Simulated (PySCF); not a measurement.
C2H9GaN, neutral, multiplicity 2. Atoms are numbered in the order given.

```xyz
13

Ga     0.4154     0.2045     0.0000
C     -0.5079     0.7259     1.7048
H     -0.1373     0.1767     2.5859
H     -0.3590     1.7995     1.9070
H     -1.5981     0.5569     1.6230
C     -0.5079     0.7259    -1.7048
H     -0.1373     0.1767    -2.5859
H     -1.5981     0.5569    -1.6230
H     -0.3590     1.7995    -1.9070
N     -0.2250    -1.9048     0.0000
H     -1.2460    -1.9739     0.0000
H      0.1141    -2.4049    -0.8232
H      0.1141    -2.4049     0.8232
```
Charge 0, spin multiplicity 2.

The structure is a stationary point at r2SCAN-D4/def2-SVP. The multiplicity is an assumed one; no other spin state was optimised. The isomer is the one that the SMILES or the coordinates give; other isomers of the formula were not compared.

Calculation: PBE/def2-TZVP (PySCF).

ESP charges are fitted to the potential on shells at 1.4 to 2.0 van der Waals radii. Atomic charges (e):

```csv
atom,meta-Löwdin,ESP fit,Löwdin,Mulliken,Mulliken spin
Ga1,0.20,-0.26,0.01,0.10,0.84
C2,-0.57,[?],-0.54,-0.50,0.04
H3,0.11,[?],0.12,0.11,0.00
H4,0.12,[?],0.12,0.12,0.00
H5,0.10,[?],0.12,0.10,0.02
C6,-0.57,[?],-0.54,-0.50,0.04
H7,0.11,[?],0.12,0.11,0.00
H8,0.10,[?],0.12,0.10,0.02
H9,0.12,[?],0.12,0.12,0.00
N10,-0.46,-0.49,-0.13,-0.55,-0.01
H11,0.24,[?],0.16,0.25,0.02
H12,0.25,[?],0.16,0.26,0.01
H13,0.25,[?],0.16,0.26,0.01
```

Q: Fill in the missing entries. (An estimate is asked for; the answer gives what the named calculation found.)

A: 
- C2, ESP fit: 0.06
- H3, ESP fit: -0.05
- H4, ESP fit: -0.01
- H5, ESP fit: -0.01
- C6, ESP fit: 0.06
- H7, ESP fit: -0.05
- H8, ESP fit: -0.01
- H9, ESP fit: -0.01
- H11, ESP fit: 0.28
- H12, ESP fit: 0.25
- H13, ESP fit: 0.25
